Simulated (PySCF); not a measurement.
# Reading the logs of faulty runs: B2GeH5O

All numbers below are calculated, not measured. The program is PySCF 2.14.0, an open-source quantum chemistry code, run on an isolated molecule that a program drew, which may never have been made. The molecule is B2GeH5O (charge 0, doublet), drawn as the SMILES string `[BH2][GeH2][B]O`.

Each row is a Hartree-Fock (HF) and frozen-core CCSD(T) single point in the cc-pVDZ basis, meant for a local HF minimum. Run 1 is clean. Each other run has one planted mistake out of seven kinds, and not every kind appears here: one electron removed, one electron added, multiplicity raised by two, geometry at a saddle point, minimal basis STO-3G, one bond length entered in bohr, all coordinates scaled. The reference is restricted for singlets and unrestricted otherwise, and also for a bond in bohr. Adding or removing an electron swaps singlet and doublet. Electrons count all cores. HOMO and LUMO are orbital energies over both spins, the gradient is its largest component, and the lowest frequency (negative if imaginary) is given only where the gradient is small. Bond lengths are over the 8 bonds as drawn. T1 is the CCSD diagnostic: over 0.02 (restricted) or 0.045 (unrestricted) a single reference is doubtful. Germanium has the cc-pVDZ-PP basis, with a core potential (ECP10MDF) in place of its 10 inner electrons, and its 3s, 3p and 3d shells are frozen in CCSD(T).

Geometry of the clean run:
```xyz
9
B2GeH5O, angstrom
B     0.9779   -1.0207   -0.4184
Ge   -0.7807   -1.3260    0.6525
B    -1.5946    0.5228    1.2585
O    -1.0539    1.7136    0.9862
H     2.0341   -0.9445    0.1444
H     0.9513   -0.8452   -1.6045
H    -0.5583   -2.1624    1.9233
H    -1.8571   -2.0451   -0.1772
H    -1.5425    2.4502    1.3296
```

```
run,electrons,basis functions,<S^2>,HOMO (eV),LUMO (eV),gradient (hartree/bohr),lowest frequency (cm^-1),mean bond (Å),longest bond (Å),T1,HF (hartree),CCSD(T) (hartree),mistake
1,55,90,0.767,-7.94,1.50,1.6e-05,70,1.4935,2.109,0.0208,-420.47665,-420.96555,no fault
2,55,90,0.772,-8.19,1.21,6.5e-02,-,1.6399,2.316,0.0217,-420.41772,-420.92034,all coordinates scaled
3,54,90,0.000,-16.10,-5.59,6.8e-02,-,1.4935,2.109,0.0192,-420.22640,-420.71249,one electron removed
4,55,90,0.847,-8.39,0.62,3.2e-02,-,1.7281,3.985,0.0303,-420.43342,-420.92321,one bond length entered in bohr
5,56,90,0.000,0.08,6.57,4.4e-02,-,1.4935,2.109,0.0505,-420.42487,-420.97551,one electron added
6,55,90,3.765,-6.85,-1.69,6.2e-02,-,1.4935,2.109,0.0194,-420.34500,-420.82407,?
```

**Which mistake was planted in run 6, and what did it cost?**

Electrons, basis and geometry are unchanged, and <S^2> is 3.765, beside S(S+1) = 3.75 for a multiplicity of 4. So the mistake is: multiplicity raised by two. Subtracting run 1 and multiplying by 627.51 kcal/mol a hartree, the energy moved by 82.6 kcal/mol in HF and 88.8 kcal/mol in CCSD(T).

Cautions from the logs. Run 5: T1 is over the limit, so its CCSD(T) energy is less reliable and the HOMO is above zero, so the electron isn't bound and the energy depends on the basis.
